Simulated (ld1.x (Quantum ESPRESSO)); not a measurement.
lead ultrasoft: all-electron and pseudo phase curves

* Element: Pb (Z = 82)
* Generator: ld1.x (Quantum ESPRESSO) 7.5
* Type: ultrasoft
* Functional: LDA (PZ)
* Relativity: scalar-relativistic
* Frozen core: [Kr] 4d10 4f14
* Valence charge: 22
* Reference configuration: 5s2 5p6 5d10 6s2 6p1 (charge +1)
* Partial waves: 5s (bound): rcut 1.35, rcutus 1.65 bohr; 6s (bound): rcut 1.35, rcutus 1.65 bohr; 5p (bound): rcut 1.85, rcutus 2.00 bohr; 6p (bound): rcut 1.85, rcutus 2.00 bohr; 5d (bound): rcut 1.15, rcutus 1.30 bohr; 5d channel at -0.75 Ry: rcut 1.15, rcutus 1.30 bohr
* Local potential: all-electron potential smoothed inside 1.45 bohr (lloc = -2)
* Core correction: a·sin(br)/r model core inside 0.60 bohr
* Augmentation charge: PSQ, inside the norm-conserving radii

The phase is arctan(r·u′/u) with u = r·R(r), unwrapped; energies in Ry, scanned from -13 to 5 Ry. A pole is an energy at which the radial function vanishes at the test radius. The pseudo phase is shifted by a multiple of π to meet the all-electron one at the reference energy, and phase errors are pseudo minus all-electron; the curves can meet again beyond the range given. Levels narrower than the energy grid can be missing from the lists of poles.

```tsv
channel	radius (bohr)	reference energy (Ry)	poles, all-electron	poles, pseudo	unbroken range about the reference energy with phases within 0.05 rad	phase error 1 Ry above the reference energy (rad)
s	2.20	-1.44	-11.16, 1.58	-11.16, 0.02	-11.2 to -0.6	+0.067
p	2.20	-0.75	-6.82, 4.03	-6.82, 3.12	below 2.9	-0.020
d	2.20	-2.13	-1.69	-1.69	the whole range	-0.000
```

The ghost test of this file was not conclusive. Its overlap operator is not positive definite in a basis up to 400 Ry (lowest eigenvalue s -2.06), so the file is unfit for use: the generalised eigenproblem breaks down once the basis is large enough, and its test numbers describe a broken file.

Phases in the s channel:

| E (Ry) | all-electron | pseudo |
| --- | --- | --- |
| -13.00 | 1.429 | 1.429 |
| -12.04 | 1.419 | 1.420 |
| -11.08 | -1.690 | -1.689 |
| -10.12 | -1.731 | -1.730 |
| -9.16 | -1.744 | -1.743 |
| -8.20 | -1.759 | -1.758 |
| -7.24 | -1.778 | -1.777 |
| -6.28 | -1.803 | -1.801 |
| -5.32 | -1.840 | -1.837 |
| -4.36 | -1.900 | -1.895 |
| -3.40 | -2.017 | -2.009 |
| -2.44 | -2.348 | -2.335 |
| -1.48 | -3.612 | -3.611 |
| -0.52 | -4.397 | -4.345 |
| 0.44 | -4.604 | -4.749 |
| 1.40 | -4.699 | -4.774 |
| 2.36 | -4.761 | -4.837 |
| 3.32 | -4.815 | -4.913 |
| 4.28 | -4.874 | -5.034 |
